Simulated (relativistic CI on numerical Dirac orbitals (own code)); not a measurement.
## Cr2+ in a cubic cluster: 2p photoemission with charge transfer

Computed with a charge-transfer multiplet model of a cubic metal-ligand cluster with up to one ligand hole, Slater and spin-orbit integrals from Dirac-Coulomb-Breit ions, Slater integrals scaled by 0.8. The ground state mixes d4 with configurations of k ligand holes L, whose averages lie at kΔ + k(k − 1)U_dd/2; a core hole lowers each added d electron by U_cd. 300 K, Lorentzian 0.6 eV and Gaussian 0.8 eV FWHM.

Atomic integrals in eV (Slater integrals scaled, ζ unscaled), ground: F2dd 7.675, F4dd 4.768, zeta_d 0.027; with the core hole: F2dd 9.222, F4dd 5.777, zeta_d 0.047, zeta_core 5.620, F2cd 5.250, G1cd 3.901, G3cd 2.215.

Cluster parameters (eV): Δ = 4.8, U_dd = 5.2, U_cd = 5.8, 10Dq(ligand) = 1.1, V(eg) = 1.45, V(t2g) = -0.71, final-state hopping factor = 0.9.

```
          Case   n_d    d4   d5L     S
10Dq = 0.25 eV  4.22  0.78  0.22  2.00
10Dq = 0.85 eV  4.20  0.80  0.20  2.00
10Dq = 1.45 eV  4.18  0.82  0.18  2.00
```

Weights, n_d and S are thermal averages at 300 K. Binding energies count from the first peak over 30 % of the highest in each spectrum, which can be another peak from case to case. The parameters are a model scan and need not match a compound or its usual spin state. Peaks in eV (height, largest 100):
- 10Dq = 0.25 eV: 0.0 (100), 1.1 (92), 3.1 (80), 4.7 (77), 11.2 (74), 12.8 (38), 14.2 (38)
- 10Dq = 0.85 eV: 0.0 (100), 1.1 (93), 2.8 (86), 4.4 (74), 11.2 (74), 12.7 (40), 14.1 (34), 16.9 (16)
- 10Dq = 1.45 eV: 0.0 (100), 1.1 (94), 2.6 (91), 11.1 (71)

Curve for 10Dq = 0.85 eV (points under 2 left out, the grid thinned):

```json
{"E (eV)": "-3.3", "Intensity": "2.7"}
{"E (eV)": "-2.7", "Intensity": "3.8"}
{"E (eV)": "-2.2", "Intensity": "5.2"}
{"E (eV)": "-1.7", "Intensity": "8.2"}
{"E (eV)": "-1.1", "Intensity": "19.4"}
{"E (eV)": "-0.5", "Intensity": "64.3"}
{"E (eV)": "0.0", "Intensity": "100.0"}
{"E (eV)": "0.5", "Intensity": "85.7"}
{"E (eV)": "1.1", "Intensity": "93.0"}
{"E (eV)": "1.7", "Intensity": "85.3"}
{"E (eV)": "2.2", "Intensity": "85.2"}
{"E (eV)": "2.7", "Intensity": "86.2"}
{"E (eV)": "3.3", "Intensity": "81.6"}
{"E (eV)": "3.9", "Intensity": "74.3"}
{"E (eV)": "4.4", "Intensity": "73.8"}
{"E (eV)": "4.9", "Intensity": "70.8"}
{"E (eV)": "5.5", "Intensity": "62.2"}
{"E (eV)": "6.1", "Intensity": "50.8"}
{"E (eV)": "6.6", "Intensity": "43.7"}
{"E (eV)": "7.1", "Intensity": "38.6"}
{"E (eV)": "7.7", "Intensity": "35.1"}
{"E (eV)": "8.3", "Intensity": "32.2"}
{"E (eV)": "8.8", "Intensity": "31.5"}
{"E (eV)": "9.3", "Intensity": "35.9"}
{"E (eV)": "9.9", "Intensity": "52.1"}
{"E (eV)": "10.5", "Intensity": "64.4"}
{"E (eV)": "11.0", "Intensity": "72.5"}
{"E (eV)": "11.5", "Intensity": "66.9"}
{"E (eV)": "12.1", "Intensity": "43.0"}
{"E (eV)": "12.7", "Intensity": "40.1"}
{"E (eV)": "13.2", "Intensity": "36.9"}
{"E (eV)": "13.7", "Intensity": "34.0"}
{"E (eV)": "14.3", "Intensity": "33.8"}
{"E (eV)": "14.9", "Intensity": "27.8"}
{"E (eV)": "15.4", "Intensity": "22.0"}
{"E (eV)": "15.9", "Intensity": "17.5"}
{"E (eV)": "16.5", "Intensity": "15.5"}
{"E (eV)": "17.1", "Intensity": "15.4"}
{"E (eV)": "17.6", "Intensity": "13.1"}
{"E (eV)": "18.1", "Intensity": "9.1"}
{"E (eV)": "18.7", "Intensity": "5.9"}
{"E (eV)": "19.3", "Intensity": "4.7"}
{"E (eV)": "19.8", "Intensity": "4.4"}
{"E (eV)": "20.3", "Intensity": "3.4"}
{"E (eV)": "20.9", "Intensity": "2.1"}
```

For the case 10Dq = 0.85 eV, Δ = 4.8 eV is smaller than U_dd = 5.2 eV, the charge-transfer side of the Zaanen-Sawatzky-Allen scheme. With the core hole the average of the configuration with one ligand hole lies at Δ − U_cd = -1.0 eV before mixing: the effective hopping of about 2.5 eV (from the holes of the mixed ground state) is comparable with this gap or larger, so the configurations mix strongly.

With at most 1 ligand hole the space is cut while the next configuration still counts, so covalency is underestimated, and a final configuration with one more ligand hole, which can lie low, is missing from the spectra.
